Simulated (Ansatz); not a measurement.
Si2B2, relaxed as a singlet with RKS B3LYP-D4/def2-TZVP in Ansatz, starting from the GFN2-xTB geometry. Force threshold 0.02 eV/Å.

Another isomer (singlet) lies 1.52 eV lower at PBE0-D4/def2-TZVP; other spin states weren't run for this one.

Start:

Cartesian coordinates in Å:
```
B 0.111 0.549 0.477
B -0.115 -0.549 -0.476
Si -0.402 -1.936 -1.687
Si 0.406 1.936 1.685
```

Estimate the energy that the relaxation releases and the steps that it takes.

0.6 kcal/mol, in 3 steps; 2.5 s on 4 threads of Arm Neoverse V2 on a shared host. No frequencies were taken in this run, so the end may be a saddle point.

Does the start keep its bonding and symmetry?

By distances, no bond broke or formed. The bond that changes most is B1–B2, from 1.47 to 1.51 Å (atoms count from 1). Point group D∞h at the start, D∞h at the end, both within 0.05 Å.

Predict the relaxed structure.


Cartesian coordinates in Å:
```
B 0.1139 0.5616 0.4885
B -0.1180 -0.5618 -0.4873
Si -0.4071 -1.9584 -1.7062
Si 0.4112 1.9586 1.7049
```
Bond lengths: 2 × B–Si 1.88 Å; 1 × B–B 1.51 Å.
